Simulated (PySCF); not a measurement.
# Exercise with solution: oscillator strength and radiative lifetime

CH₆InN, SMILES [NH](C)[InH2].

Geometry optimised at B3LYP-D3(BJ)/def2-SVP. The def2 effective core potentials stand for the cores of In; spin–orbit coupling is left out.

TDA-ωB97X/def2-SVPD (PySCF) puts the first singlet state with f over 0.02 at 5.05 eV (vertical), with the transition dipole (0.146, -1.011, 0.000) in atomic units.

Question: Find the oscillator strength, the wavelength and the radiative lifetime that this transition would have in vacuum if emission retraced absorption.

Answer: 
|μ|² = 1.0434 au, so |μ| = 2.60 D. ΔE = 5.05/27.211 = 0.1856 hartree. f = (2/3) ΔE |μ|² = 0.129 (the program prints 0.129).
λ = 1239.84/5.05 = 246 nm; ν = 40731 cm⁻¹.
Einstein's coefficient A = 0.6670 ν² f s⁻¹ (ν in cm⁻¹) = 1.4e8 s⁻¹, so τ = 1/A = 7.0 ns. This state is S1. The figure is the radiative limit of this one transition; relaxation, internal conversion, crossing to triplets and a medium change what is measured.
